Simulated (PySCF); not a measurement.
# Fe (iron, neutral) across methods

[Ar] 3d6 4s2, high-spin 5D determinant. Computed with PySCF 2.14 in def2-QZVPPD (11s6p5d4f2g, 100 functions), with no relativity, point nucleus.

```json
{"method": "PBE0", "E (hartree)": "-1263.463", "mean ε 3d β (eV)": "-7.795", "mean ε 4s α (eV)": "-6.177", "mean ε 4s β (eV)": "-5.411", "Σ⟨r²⟩ (bohr²)": "39.33", "⟨S²⟩": "6.011"}
{"method": "PBE", "E (hartree)": "-1263.434", "mean ε 3d β (eV)": "-5.883", "mean ε 4s α (eV)": "-5.526", "mean ε 4s β (eV)": "-4.763", "Σ⟨r²⟩ (bohr²)": "39.30", "⟨S²⟩": "6.009"}
{"method": "LDA", "E (hartree)": "-1261.211", "mean ε 3d β (eV)": "-5.799", "mean ε 4s α (eV)": "-5.721", "mean ε 4s β (eV)": "-4.957", "Σ⟨r²⟩ (bohr²)": "38.89", "⟨S²⟩": "6.010"}
{"method": "UHF", "E (hartree)": "-1262.45447", "mean ε 3d β (eV)": "-13.084", "mean ε 4s α (eV)": "-7.548", "mean ε 4s β (eV)": "-6.583", "Σ⟨r²⟩ (bohr²)": "41.24", "⟨S²⟩": "6.016"}
{"method": "BHandHLYP", "E (hartree)": "-1263.672", "mean ε 3d β (eV)": "-9.790", "mean ε 4s α (eV)": "-6.685", "mean ε 4s β (eV)": "-6.088", "Σ⟨r²⟩ (bohr²)": "39.56", "⟨S²⟩": "6.008"}
{"method": "TPSSh", "E (hartree)": "-1263.693", "mean ε 3d β (eV)": "-6.856", "mean ε 4s α (eV)": "-5.804", "mean ε 4s β (eV)": "-4.983", "Σ⟨r²⟩ (bohr²)": "39.28", "⟨S²⟩": "6.009"}
{"method": "LC-wPBE", "E (hartree)": "-1263.471", "mean ε 3d β (eV)": "-10.739", "mean ε 4s α (eV)": "-8.356", "mean ε 4s β (eV)": "-7.465", "Σ⟨r²⟩ (bohr²)": "39.26", "⟨S²⟩": "6.010"}
{"method": "wB97X", "E (hartree)": "-1263.698", "mean ε 3d β (eV)": "-10.146", "mean ε 4s α (eV)": "-8.011", "mean ε 4s β (eV)": "-7.622", "Σ⟨r²⟩ (bohr²)": "38.87", "⟨S²⟩": "6.005"}
```
